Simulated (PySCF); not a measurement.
## Diatomic cations of P with the alkali metals

PBE with double-zeta basis sets in PySCF, for the lowest determinant that a PBE0 search found; no spin–orbit coupling. De refers to high-spin ground-configuration atoms (the charge goes to the atom of lower measured ionisation energy or higher electron affinity, which is not always the lowest computed limit). A positive dipole points towards P; it is taken about the centre of mass and depends on that origin.

```tsv
M	basis	charged atom	state (unpaired electrons)	Re (Å)	ωe (cm⁻¹)	De (eV)	μ (D)
Li	6-31G(d,p)	Li+	quartet (σ ↑, π ↑↑)	2.712	241	0.42	-8.37
Na	def2-SVP	Na+	quartet (σ ↑, π ↑↑)	3.115	122	0.31	-6.77
K	def2-SVP	K+	quartet (σ ↑, π ↑↑)	3.584	80.6	0.19	-6.29
Rb	def2-SVP	Rb+	quartet (σ ↑, π ↑↑)	3.729	67.6	0.18	-3.57
Cs	def2-SVP	Cs+	quartet (σ ↑, π ↑↑)	3.913	60.0	0.16	-2.34
```

The shortest bond is that of LiP⁺ (2.712 Å), the longest that of CsP⁺ (3.913 Å).

The rows differ in basis set, which adds steps of its own.

Down a group the atoms grow and get heavier, so bonds lengthen and wavenumbers fall; this series shows no clear exception.

Weak bonds: CsP⁺, KP⁺, LiP⁺, NaP⁺, RbP⁺. Basis-set superposition, not corrected here, can be much of De in a small basis, most of all at correlated wavefunction levels. Spin–orbit coupling is left out, which matters for elements this heavy, above all for dissociation energies. For an ion De counts to the pair picked by the measured ionisation energies or electron affinities, which need not be the lowest pair at this level. States were picked by a PBE0 search and need not be the measured ground states.
